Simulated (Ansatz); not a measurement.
BClFH₄NSi, SMILES `N[SiH](F)BCl` at its PBE0-D4/def2-TZVP geometry, where that method's forces vanish. The species carries charge 0 and has multiplicity 1.

```xyz
9

N    -0.3929   -1.3062    0.6028
Si   -0.3541    0.3880    0.5083
F     0.5313    1.1050    1.6491
B     0.5133    0.8913   -1.2444
Cl    1.8239   -0.1005   -1.8310
H    -0.9820   -1.8050    1.2482
H     0.3756   -1.8686    0.2756
H    -1.7376    0.8760    0.7262
H     0.2225    1.8200   -1.9348
```

(1) What forces (eV/Å) does ωB97M-V/def2-TZVPP give on these atoms in Ansatz 0.2.0? (An estimate is asked.)

Results:

(1) The calculation gave: 
```
N1   0.006 -0.056  0.002
Si2 -0.196  0.072 -0.136
F3   0.068  0.051  0.080
B4  -0.134  0.162  0.002
Cl5  0.052 -0.055 -0.014
H6   0.029  0.002 -0.014
H7  -0.022 -0.001  0.012
H8   0.157 -0.052 -0.028
H9   0.040 -0.124  0.096
```
